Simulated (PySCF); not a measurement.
H₁₀NSi₃, charge +1. Atoms are numbered in the order given.

```xyz
14

Si    -0.0943     1.7930    -0.0738
N      0.0000     0.0000     0.4731
Si     1.5999    -0.8148    -0.0738
Si    -1.5056    -0.9781    -0.0738
H      1.2905     2.3064     0.0632
H     -0.5567     1.6960    -1.4795
H     -1.0724     2.4215     0.8442
H      0.0000     0.0000     1.5029
H      2.6333    -0.2820     0.8442
H      1.7471    -0.3659    -1.4795
H      1.3521    -2.2708     0.0632
H     -1.5609    -2.1394     0.8442
H     -2.6426    -0.0356     0.0632
H     -1.1905    -1.3301    -1.4795
```
Charge +1, spin multiplicity 1.

Coordinates come from a PBE0-D3(BJ)/def2-SVP optimisation. The isomer is the one that the SMILES or the coordinates give; other isomers of the formula were not compared.

The numbers are results of PySCF with PBE0/def2-TZVP, not measurements.

Atomic charges (e):

```json
[
 {"atom": "Si1", "meta-Löwdin": "0.59", "Mulliken": "0.17"},
 {"atom": "N2", "meta-Löwdin": "-0.65", "Mulliken": "-0.40"},
 {"atom": "Si3", "meta-Löwdin": "0.59", "Mulliken": "0.17"},
 {"atom": "Si4", "meta-Löwdin": "0.59", "Mulliken": "0.17"},
 {"atom": "H5", "meta-Löwdin": "-0.05", "Mulliken": "0.06"},
 {"atom": "H6", "meta-Löwdin": "-0.05", "Mulliken": "0.07"},
 {"atom": "H7", "meta-Löwdin": "-0.04", "Mulliken": "0.07"},
 {"atom": "H8", "meta-Löwdin": "0.28", "Mulliken": "0.29"},
 {"atom": "H9", "meta-Löwdin": "-0.04", "Mulliken": "0.07"},
 {"atom": "H10", "meta-Löwdin": "-0.05", "Mulliken": "0.07"},
 {"atom": "H11", "meta-Löwdin": "-0.05", "Mulliken": "0.06"},
 {"atom": "H12", "meta-Löwdin": "-0.04", "Mulliken": "0.07"},
 {"atom": "H13", "meta-Löwdin": "-0.05", "Mulliken": "0.06"},
 {"atom": "H14", "meta-Löwdin": "-0.05", "Mulliken": "0.07"}
]
```

Task: Give the Mayer and Wiberg (Löwdin basis) orders of the bonds. (The exact figures need the calculation; the answer reports its results.)

Result: 
```
bond     Mayer  Wiberg
-------  -----  ------
Si1–N2    0.82    1.05
N2–Si3    0.82    1.05
N2–Si4    0.82    1.05
Si1–H5    0.95    0.94
Si1–H6    0.94    0.94
Si1–H7    0.95    0.95
N2–H8     0.86    0.83
Si3–H9    0.95    0.95
Si3–H10   0.94    0.94
Si3–H11   0.95    0.94
Si4–H12   0.95    0.95
Si4–H13   0.95    0.94
Si4–H14   0.94    0.94
```
